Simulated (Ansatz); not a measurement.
Born–Oppenheimer molecular dynamics of Cl2GeH2 (5 atoms, charge 0, multiplicity 1). It starts from a relaxed structure.

Computed with RKS CAM-B3LYP-D4/def2-SVP in Ansatz 0.2.0.

* ensemble: NVE (velocity Verlet)
* time step: 0.5 fs
* steps asked: 166
* starting velocities drawn for: 400 K
* seed: 845662

First frame:

```xyz
5
Properties=species:S:1:pos:R:3
Ge 0.018 0.000 0.013
H -0.060 0.000 1.537
H 1.429 0.000 -0.569
Cl -1.008 1.743 -0.713
Cl -1.008 -1.743 -0.713
```

What does the run give?

The run went to its last step.

| Property | Result |
| --- | --- |
| steps done | 166 |
| time covered | 83 fs |
| mean temperature over the second half | 209 K |
| spread of the potential energy over the second half | 6.3 meV per atom |
| mean potential energy of the second half above the start | 14.9 meV per atom |

The conserved energy stayed within 0.067 meV per atom of its start (net change 0.028 meV per atom), so the integration is sound. Over the second half the temperature averaged 0.52 of the 400 K drawn at the start: a run that starts near a minimum puts about half its kinetic energy into the potential. A run of 0.083 ps of so small a system gives no equilibrium averages.

What happens to the structure?

The same pairs are bonded in the first frame and the last. Pairs count as bonded within 1.25 times the sum of covalent radii (0.12 Å more for H–H). The details hang on the random start.

How do temperature and energy run in time?


```tsv
time (fs)	T (K)	potential energy less start (eV)	conserved less start (meV/atom)
0	400	0.000	0.00
4	266	0.052	0.04
8	120	0.109	0.04
12	72	0.128	0.06
16	207	0.075	0.02
20	273	0.049	0.02
24	173	0.088	0.04
28	82	0.123	0.04
32	131	0.104	0.05
36	320	0.031	0.01
40	323	0.030	0.03
44	251	0.058	0.02
48	96	0.118	0.06
52	161	0.093	0.02
56	204	0.076	0.04
60	264	0.053	0.00
64	118	0.110	0.06
68	109	0.113	0.03
72	199	0.078	0.05
76	363	0.014	0.01
80	304	0.037	0.03
```

The run took 4.8 min on 2 threads of Arm Neoverse V1, with other jobs on the host, peak memory 0.18 GiB.
